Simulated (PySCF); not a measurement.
Several structures and their simulated spectra, in scrambled order.

A. `C=C=C(C#N)C#N`
B. `C/C(C#N)=C/C#N`
C. `C(#C)c1cnc[nH]1`

Spectrum 1. 1H NMR (500 MHz, computed): δ 5.85 (q, J = 2.4 Hz, 1H), 2.22 (d, J = 2.4 Hz, 3H). 13C{1H} NMR (computed): δ 139.9 (C), 120.9 (C), 119.6 (C), 119.5 (CH), 25.3 (CH3).

Spectrum 2. 1H NMR (500 MHz, computed): δ 8.39 (br s, 1H), 7.66 (m, 1H), 7.33 (m, 1H), 3.16 (s, 1H). 13C{1H} NMR (computed): δ 143.7 (CH), 136.7 (CH), 115.5 (C), 93.1 (CH), 77.9 (C).

Spectrum 3. 1H NMR (500 MHz, computed): δ 6.00 (s, 2H). 13C{1H} NMR (computed): δ 240.9 (C), 113.2 (C), 89.3 (CH2), 66.6 (C).

No relativistic terms, a single conformation, averaged over atoms made equivalent by symmetry, fast rotation or ring inversion, no solvent. Geometry from GFN2-xTB; couplings computed with B3LYP/pcJ-1; shielding tensors at PBE0/pcSseg-1 (GIAO); PySCF.

Shifts are taken against calculated references (same method and geometry level): 1H (σref 31.72), 13C (σref 186.93) vs TMS. Multiplet labels drop J under 1 Hz and among equivalent protons, and merge close values. Unscaled 3J(H,H) run several per cent high. Where no couplings were computed, multiplicities follow the n + 1 count of equivalent neighbours, and m marks all less simple cases (inequivalent or close neighbours, rings, F or P nearby). Shifts are as computed. Against solution values, carbons near 30 ppm lie about +3 ppm off and those near 130 ppm about +5 ppm. Of 1211 compounds with measured shifts, 218 miss one by over three times the rms of a fit or turn the order of signals round; such compounds aren't used in these exercises. For the larger molecules the spin–dipole term is left out of H,H and C,H couplings. OH and NH positions are gas-phase values without hydrogen bonding to other molecules.

Which spectrum belongs to which compound?

## Answers

1–B, 2–C, 3–A.

- Spectrum 1 (B): 5 13C signals; δC 139.9 is a fully substituted alkene carbon; δC 120.9 is a nitrile carbon.
- Spectrum 2 (C): 5 13C signals; δC 143.7 is an aromatic CH next to a ring nitrogen; δC 93.1 is a terminal alkyne carbon.
- Spectrum 3 (A): 4 13C signals; δC 240.9 is a central carbon of an allene; δC 113.2 is a nitrile carbon.
